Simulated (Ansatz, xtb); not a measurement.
System: SiBr$_{2}$, charge 0, multiplicity 3. This is an excited triplet: at this geometry the singlet lies 1.89 eV lower at RI-MP2/CBS(def2-TZVPPD,def2-QZVPPD)+[CCSD(T)-MP2]/def2-TZVPPD. SMILES: [Si](Br)Br
Structure (B3LYP-D3(BJ)/def2-TZVP (Ansatz, a quantum-chemistry and plane-wave program) minimum search):
```xyz
3

Si     0.0030    -0.0043     0.9363
Br     1.0631    -1.6126    -0.1980
Br    -1.0643     1.6143    -0.1765
```
Charge 0, spin multiplicity 3.

Harmonic wavenumbers from GFN2-xTB (xtb, at its own minimum), cm⁻¹: 59, 250, 339.

Q: Give the harmonic wavenumbers at B3LYP-D3(BJ)/def2-TZVP (Ansatz, finite differences of forces, unscaled).

A: 99, 339, 460 cm⁻¹. Zero-point energy 1.3 kcal/mol.

Q: From these and the geometry, give the ideal-gas thermochemistry at 298.15 K and 1 atm (rigid rotor, harmonic oscillator).

A: Point group C2v, rotational symmetry number 2. Rotational constants 16.76, 0.8467, 0.806 GHz. S(trans) 41.60, S(rot) 26.35, S(vib) 5.46, S(elec, spin only) 2.18, S 75.6 cal/(mol K). H(298) - H(0) 3.23 kcal/mol; G - E(el) -18.0 kcal/mol.
